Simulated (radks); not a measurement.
Q: All-electron atom: Er3+ in [Kr] 4d10 4f13 5s2 5p4 (not the ground configuration). Calculated with a radial shooting solver on a logarithmic mesh with Libxc functionals: scalar-relativistic Kohn-Sham, exchange-only r2SCAN, spin-polarised, spherical densities, finite nucleus; open shells are filled with parallel spins first (spin-orbit coupling, left out, can overturn this in heavy ions); meta-GGA in the generalised Kohn-Sham scheme; Fermi nuclear charge, rms radius 5.2516 fm. Some entries of the table are withheld. Estimate them.

orbital,occ.,eigenvalue (hartree),<r^2> (bohr^2)
1s up,1,-2112.037,0.0005681
1s down,1,-2112.028,0.0005681
2s up,1,-356.4310,0.008832
2s down,1,-356.4295,0.008832
2p up,3,-315.2427,0.007188
2p down,3,-315.2373,0.007188
3s up,1,-80.83979,0.05787
3s down,1,-80.81907,0.05785
3p up,3,-68.24073,0.05831
3p down,3,-68.21854,0.05829
3d up,5,-52.45721,0.04874
3d down,5,-52.43868,0.04872
4s up,1,-16.84585,0.2926
4s down,1,-16.79485,0.2926
4p up,3,-12.68630,0.3321
4p down,3,-12.63564,0.3318
4d up,5,-7.08631,(1)
4d down,5,-7.03233,(2)
5s up,1,-2.97710,1.764
5s down,1,-2.82486,1.765
5p up,3,-2.00675,(3)
5p down,1,-1.86510,(4)
4f up,7,-1.02678,0.9334
4f down,6,-0.95561,0.9250

A: 
(1) 4d up <r^2> (bohr^2): 0.4002
(2) 4d down <r^2> (bohr^2): 0.3985
(3) 5p up <r^2> (bohr^2): 2.391
(4) 5p down <r^2> (bohr^2): 2.458
